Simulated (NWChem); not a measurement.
Atomisation of 1,2,4-triazole (C2H3N3)

SMILES: [nH]1ncnc1
```xyz
8

C     -1.1138    -0.0215     0.0000
N     -0.4116     1.1379     0.0000
C      0.8345     0.7221     0.0000
N      0.8609    -0.6248     0.0000
N     -0.3795    -1.1178     0.0000
H     -2.2027    -0.0626     0.0000
H      1.7318     1.3407     0.0000
H      1.6588    -1.2487     0.0000
```
Charge 0, spin multiplicity 1.

The numbers come from NWChem runs, not from measurements. All single points use one geometry, from PBE0/def2-SVP, a minimum by its harmonic frequencies.

Basis set: def2-TZVP. The atomisation energy is electronic alone: no zero-point, thermal, spin-orbit or counterpoise terms. No value is extrapolated to the basis-set limit. Free atoms are single determinants with multiplicities C 3, N 4, H 2.

B3LYP has NWChem's definition, with VWN1-RPA local correlation. The stability of the SCF solutions was not checked.

Task: For the atomisation energy, LDA (SVWN5) gives 989.6 kcal/mol and B3LYP gives 821.6 kcal/mol. What do PBE0, BP86, PBE give?

Result: PBE0: 833.0 kcal/mol; BP86: 868.4 kcal/mol; PBE: 868.3 kcal/mol.
